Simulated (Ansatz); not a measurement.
Ideal-gas functions of CH3Cl3OSi (`CO[Si](Cl)(Cl)Cl`) at 400 K and 1 bar, from an Ansatz frequency run at PBE0-D4/def2-TZVP.

Molar mass 165.48 g/mol, point group Cs (symmetry number 1), electronic degeneracy 1, moments of inertia 353.163, 401.69, 434.379 u Å². Harmonic wavenumbers (cm⁻¹, unscaled): 65, 94, 122, 167, 170, 225, 289, 321, 454, 608, 638, 831, 1154, 1183, 1215, 1481, 1496, 1498, 3043, 3116, 3150.

Use S(trans) = R[1.5 ln M + 2.5 ln T − 1.1517]; rotational temperatures θ = 24.2544 K / I; S(rot) = R[ln(√π/σ · √(T³/θAθBθC)) + 1.5]; for each mode x = 1.438777 ν̃/T, S = R[x/(eˣ − 1) − ln(1 − e⁻ˣ)] and H = RT x/(eˣ − 1); 1 cm⁻¹ = 0.0119627 kJ/mol; R = 8.31446 J/(mol·K).

By hand: the entropy, in J/(mol·K).

Translation 178.7. Rotation: θ = 0.0687, 0.0604, 0.0558 K, giving 126.8. Vibration, mode by mode: 20.42, 17.37, 15.23, 12.68, 12.53, 10.30, 8.36, 7.57, 5.10, 3.29, 3.02, 1.75, 0.68, 0.63, 0.57, 0.26, 0.25, 0.24, 0.00, 0.00, 0.00, in all 120.2. Electronic 0.0. Sum 425.7 J/(mol·K).

By hand: H − E and G − E in kJ/mol, counted from the electronic energy.

Zero-point energy ½ × 21320 × 0.0119627 = 127.5; thermal vibration 23.5; translation, rotation and pV give 4 RT = 13.3. H − E = 164.3 kJ/mol, and G − E = 164.3 − 400 × 425.7/1000 = -6.0 kJ/mol.

Vibration gives 28 % of the entropy, 53.0 J/(mol·K) of it from the modes under 150 cm⁻¹: soft modes count most, and the harmonic formula is weakest for them. The sum counts one conformer and one mirror image; others add a mixing term.
